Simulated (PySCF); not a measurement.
O₄W, charge -2, singlet, geometry from GFN2-xTB (such geometries of metal compounds can be far from the true shape) (core potentials on W); DF-HF/def2-SVP (PySCF).

PySCF was given this input:
```python
from pyscf import gto, scf

mol = gto.Mole()
mol.atom = '''
    W     0.00000000   -0.00000000   -0.00000000
    O     1.22151270    0.75059407   -1.05310996
    O     0.81207991   -0.92511978    1.28421374
    O    -1.02182507   -1.09275821   -0.96243355
    O    -1.01176754    1.26728392    0.73132977
'''
mol.basis = 'def2-svp'
mol.ecp = {'W': 'def2-svp'}
mol.charge = -2
mol.verbose = 4
mol.build()

mf = scf.RHF(mol)
mf = mf.density_fit(auxbasis='def2-universal-jkfit')
mf.kernel()
```

Q: What does PySCF print? Leave out banner, timings and long lists.

A: 
```
PySCF version 2.14.0

[INPUT] verbose = 4
[INPUT] num. atoms = 5
[INPUT] num. electrons = 48
[INPUT] charge = -2
[INPUT] spin (= nelec alpha-beta = 2S) = 0
[INPUT] symmetry False subgroup None
[INPUT] Mole.unit = angstrom
[INPUT] Symbol           X                Y                Z      unit          X                Y                Z       unit  Magmom
[INPUT]  1 W      0.000000000000   0.000000000000   0.000000000000 AA    0.000000000000   0.000000000000   0.000000000000 Bohr   0.0
[INPUT]  2 O      1.221512700000   0.750594070000  -1.053109960000 AA    2.308324460678   1.418417223023  -1.990089403452 Bohr   0.0
[INPUT]  3 O      0.812079910000  -0.925119780000   1.284213740000 AA    1.534608621161  -1.748223016618   2.426812254003 Bohr   0.0
[INPUT]  4 O     -1.021825070000  -1.092758210000  -0.962433550000 AA   -1.930969529515  -2.065013737270  -1.818735822593 Bohr   0.0
[INPUT]  5 O     -1.011767540000   1.267283920000   0.731329770000 AA   -1.911963552325   2.394819530865   1.382012972041 Bohr   0.0

nuclear repulsion = 203.218650794036
number of shells = 36
number of NR pGTOs = 153
number of NR cGTOs = 88
basis = def2-svp
ecp = {'W': 'def2-svp'}

******** <class 'pyscf.df.df_jk.DFRHF'> ********
method = DFRHF
initial guess = minao
damping factor = 0
level_shift factor = 0
DIIS = <class 'pyscf.scf.diis.CDIIS'>
diis_start_cycle = 1
diis_space = 8
diis_damp = 0
SCF conv_tol = 1e-09
SCF conv_tol_grad = None
SCF max_cycles = 50
direct_scf = False
Set gradient conv threshold to 3.16228e-05
Initial guess from minao.
******** <class 'pyscf.df.df.DF'> ********
auxbasis = def2-universal-jkfit
init E= -351.942609369126
  HOMO = -0.657757129841287  LUMO = -0.206141846312141  gap/eV = 12.28908
cycle= 1 E= -365.180128544596  delta_E= -13.2  |g|= 1.61  |ddm|= 7.44
  HOMO = 0.103917018145852  LUMO = 0.441996173872806  gap/eV = 9.19960
cycle= 2 E= -365.166816487201  delta_E= 0.0133  |g|= 1.54  |ddm|= 2.29
  HOMO = -0.00736282540652409  LUMO = 0.44198002164881  gap/eV = 12.22724
cycle= 3 E= -365.611630798894  delta_E= -0.445  |g|= 0.21  |ddm|= 1.25
  HOMO = -0.0373194623584957  LUMO = 0.434466030167105  gap/eV = 12.83794
cycle= 4 E= -365.619649446034  delta_E= -0.00802  |g|= 0.0299  |ddm|= 0.256
  HOMO = -0.0331153358238258  LUMO = 0.435271595576751  gap/eV = 12.74546
cycle= 5 E= -365.619898612007  delta_E= -0.000249  |g|= 0.00762  |ddm|= 0.0442
  HOMO = -0.034019259184184  LUMO = 0.434965372644129  gap/eV = 12.76172
cycle= 6 E= -365.619913207793  delta_E= -1.46e-05  |g|= 0.000651  |ddm|= 0.0136
  HOMO = -0.0340010553938132  LUMO = 0.434980195512459  gap/eV = 12.76163
cycle= 7 E= -365.619913517646  delta_E= -3.1e-07  |g|= 0.00012  |ddm|= 0.00136
  HOMO = -0.0339909516399345  LUMO = 0.434984305119716  gap/eV = 12.76147
cycle= 8 E= -365.619913531265  delta_E= -1.36e-08  |g|= 2e-05  |ddm|= 0.000371
  HOMO = -0.0339919659603745  LUMO = 0.434984074764426  gap/eV = 12.76149
cycle= 9 E= -365.619913531641  delta_E= -3.76e-10  |g|= 4.85e-06  |ddm|= 7.49e-05
  HOMO = -0.0339920586953952  LUMO = 0.43498406062221  gap/eV = 12.76149
Extra cycle  E= -365.619913531661  delta_E= -1.93e-11  |g|= 2.64e-06  |ddm|= 9.27e-06
converged SCF energy = -365.619913531661
```
